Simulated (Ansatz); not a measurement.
Born–Oppenheimer molecular dynamics of AlClFH4OP (9 atoms, charge 0, multiplicity 1). It starts at the highest image of a converged band. Of that band: Neighbouring images differ by up to 1.3 eV, so the band resolves the path poorly. A vibrational analysis at the climbing image gives one clearly imaginary mode, 499i cm⁻¹: a first-order saddle point.

Method: Ansatz, RKS BLYP/def2-SVP.

```yaml
ensemble: NVE (velocity Verlet)
time_step: 0.5 fs
steps_asked: 200
starting_velocities_drawn_for: 300 K
seed: 3175
```

First frame:

```xyz
9
Properties=species:S:1:pos:R:3
Al -0.119 0.280 -0.081
F -0.436 -0.200 1.738
O 1.517 -0.118 -0.400
H 1.836 -0.514 -1.227
Cl -1.751 -0.349 -1.288
P -0.348 2.585 0.702
H -1.567 2.671 1.453
H 0.553 2.751 1.806
H -0.471 0.903 1.771
```

How far do the bonds stretch over the last three quarters of this one trajectory? (Pairs bonded in most of those frames.)


```
   bond  mean (Å)  spread (Å)  shortest  longest
 Al1–F2     2.062       0.077      1.91     2.14
 Al1–O3     1.721       0.019      1.69     1.75
Al1–Cl5     2.128       0.015      2.10     2.16
 Al1–P6     2.400       0.044      2.37     2.50
  F2–H9     0.992       0.032      0.95     1.05
  O3–H4     0.973       0.019      0.94     1.00
  P6–H7     1.448       0.049      1.37     1.52
  P6–H8     1.449       0.009      1.43     1.47
```

Mean temperature of the second half: 196 K. The conserved energy stayed within 0.14 meV per atom of its start (net change 0.065 meV per atom), so the integration is sound. A run of 0.1 ps of so small a system gives no equilibrium averages. The orbitals stay closed-shell, which can raise the energy where a bond breaks towards radicals; this wasn't checked here.

Run time: 13 min on 2 threads of Intel(R) Xeon(R) Processor @ 2.50GHz (Skylake/Cascade Lake), on a shared host, peak memory 0.16 GiB.
